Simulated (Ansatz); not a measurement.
Computed with Ansatz on PBE0-D4/def2-TZVP structures; ΔE is electronic, products minus reactants. CBS: MP2 limit from def2 TZ/QZ plus the TZ coupled-cluster correction, frozen cores. Functionals use def2-TZVPP. B3LYP here is the variant with VWN-RPA as its local correlation; programs differ in this. Elements past krypton have def2 core potentials. For Sn outer-core shells are correlated without core-valence functions, which leaves a few kJ/mol of doubt a bond. One conformer a species, not always the lowest.

Consider the formal exchange of groups at the Sn–C bond: `CN[CH2][SnH3]` + `NC1C[SiH2]1` → `[SnH3][CH]1C[SiH2]1` + `CNCN`.

| level | ΔE (kcal/mol) | difference from CCSD(T)/CBS |
| --- | --- | --- |
| PBE-D4 | -8.5 | 1.6 |
| r2SCAN-D4 | -9.4 | 0.7 |
| PBE0-D4 | -9.2 | 0.9 |
| B3LYP-D4 | -8.7 | 1.4 |
| ωB97X-V | -9.3 | 0.8 |
| ωB97M-V | -9.3 | 0.8 |
| B2PLYP | -9.3 | 0.8 |
| PBE | -8.1 | 2.0 |
| r2SCAN | -9.3 | 0.8 |
| PBE0 | -8.9 | 1.2 |
| B3LYP | -8.1 | 2.0 |
| HF/def2-TZVPP | -10.1 | 0.0 |
| MP2/def2-TZVPP | -10.9 | -0.8 |
| SCS-MP2/def2-TZVPP | -10.5 | -0.4 |
| CCSD/def2-TZVPP | -10.1 | 0.0 |
| CCSD(T)/def2-TZVPP | -10.2 | -0.1 |
| HF/def2-QZVPP | -10.2 | -0.1 |
| MP2/def2-QZVPP | -10.8 | -0.7 |
| SCS-MP2/def2-QZVPP | -10.5 | -0.4 |
| HF/CBS(def2) | -10.2 | -0.1 |
| MP2/CBS(def2) | -10.8 | -0.7 |
| CCSD/CBS(def2) | -9.9 | 0.2 |
| CCSD(T)/CBS | -10.1 | 0 |

Largest T1 diagnostic among the species: 0.013.

From PBE to PBE0 (25 % exact exchange), in def2-TZVPP and without D4, ΔE moves by −0.8 kcal/mol.
